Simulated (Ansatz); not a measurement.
`S[Si]1(Cl)C=N1` + H₂O → `O[Si]1(Cl)C=N1` + H₂S at 500 K and 1 bar (formal hydrolysis of the Si–S bond).

Computed with Ansatz on PBE0-D4/def2-TZVP structures; ΔE is electronic, products minus reactants. CBS: MP2 limit from def2 TZ/QZ plus the TZ coupled-cluster correction, frozen cores. This one scheme is used for every species. One conformer a species, not always the lowest.

```
         species  CCSD(T)/CBS energy (Eh)  H − E (kJ/mol)  S (J/(mol·K))
`S[Si]1(Cl)C=N1`              -1240.61067           123.3          395.6
             H₂O                -76.37941            73.2          206.3
`O[Si]1(Cl)C=N1`               -918.03054           132.7          372.6
             H₂S               -398.97279            57.0          224.0
```

H − E and S are ideal-gas, rigid-rotor, harmonic terms from PBE0-D4/def2-TZVP, for one conformer and one mirror image of each species. 1 Eh = 2625.50 kJ/mol, R = 8.31446 J/(mol·K).

Task: By hand: ΔE, ΔH, ΔS and ΔG.

Result: ΔE = (-918.03054) + (-398.97279) − (-1240.61067) − (-76.37941) = -0.01325 Eh = -34.8 kJ/mol. Δ(H − E) = 132.7 + 57.0 − 123.3 − 73.2 = -6.8, so ΔH = -41.6 kJ/mol. ΔS = 372.6 + 224.0 − 395.6 − 206.3 = -5.3 J/(mol·K). ΔG = -41.6 − 500 × (-5.3)/1000 = -39.0 kJ/mol.

Task: By hand: the equilibrium constant, and the temperature at which ΔG would vanish if ΔH and ΔS stayed fixed.

Result: log₁₀ K = −ΔG/(RT ln 10) = 4.1. ΔG = 0 at ΔH/ΔS = 7849 K, far beyond where these terms or the molecules hold.

The number of gas molecules stays the same, so ΔS is small and ΔH decides. A doubt of 5 kJ/mol in ΔE shifts log₁₀ K by 0.5 here. Other conformers and mirror images would add mixing entropy, several J/(mol·K) or more a flexible species. These are equilibria of isolated gas molecules and say nothing of rates. Largest T1 diagnostic: 0.013 (customary marks: 0.02 for closed shells, 0.045 for open ones).
